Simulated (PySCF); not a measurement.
## Radial density of Cr²⁺ (chromium, charge +2)

wB97X, [Ar] 3d3 4s1, 4s spin antiparallel (an excited configuration). All numbers are calculated (PySCF 2.14, the non-relativistic Hamiltonian (point nucleus), in aug-cc-pwCVTZ (10s9p7d4f3g, 127 functions)).

```csv
r (bohr),4πr²ρ (e/bohr),4πr²(ρα − ρβ)
0.000867,0.08458,-0.0001
0.00146,0.2326,-0.0002
0.00245,0.6274,-0.0004
0.00413,1.638,-0.0011
0.00694,4.049,-0.0028
0.0117,9.131,-0.0062
0.0196,17.67,-0.0114
0.0330,26.62,-0.0149
0.0556,27.56,-0.0084
0.0935,21.95,0.0012
0.157,28.11,0.0222
0.264,27.56,0.3844
0.445,10.90,1.5050
0.748,13.08,2.5555
1.26,6.283,1.7123
2.12,1.042,-0.0811
3.56,0.2535,-0.2247
5.99,0.003302,-0.0033
10.1,3.914e-05,0.0000
16.9,1.566e-05,0.0000
```

With the s spin flipped the determinant is a mixture of two multiplicities, not a spectroscopic state.
